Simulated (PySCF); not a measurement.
**Adding and removing an electron: TlN**

ROHF-MP2; Tl aug-cc-pVDZ-PP with ECP60, N aug-cc-pVDZ; scalar-relativistic core potentials (PySCF 2.14). Neutral (ROHF): triplet (π ↑↑), Re = 2.318 Å, ωe = 417 cm⁻¹, De = 1.21 eV.

TlN⁺ (UHF): quartet (σ ↑, π ↑↑), Re = 3.196 Å, ωe = 82.5 cm⁻¹. The energies at the minima are -226.07838 hartree for TlN and -225.84582 for TlN⁺.

(1) Work out the adiabatic ionisation energy, without and with harmonic zero-point energies (1 hartree = 27.2114 eV, 1 eV = 8065.5 cm⁻¹), and the change of the bond length.

Correlated steps freeze 5 core orbitals. UHF and ROHF references stand side by side, which adds small steps between rows. Correlated levels converge slowly with the basis: in double zeta they bind strong bonds too weakly, by up to about 1 eV, and carry superposition errors of some tenths. These are scalar-relativistic numbers at best; spin–orbit coupling would shift them, the dissociation energy most. States were picked by a PBE0 search and need not be the measured ground states.

Neutral and ion stand on different kinds of reference determinant, which adds to the error of the difference.

Answers

(1) At MP2: 0.23256 hartree = 6.328 eV between the minima; the zero-point term (82.5 − 417.0)/2 cm⁻¹ = -0.021 eV makes it 6.308 eV. Re changes by +87.8 pm against the neutral. The electron leaves a σ orbital, and the ion is left as a loose complex of an ion and an atom.
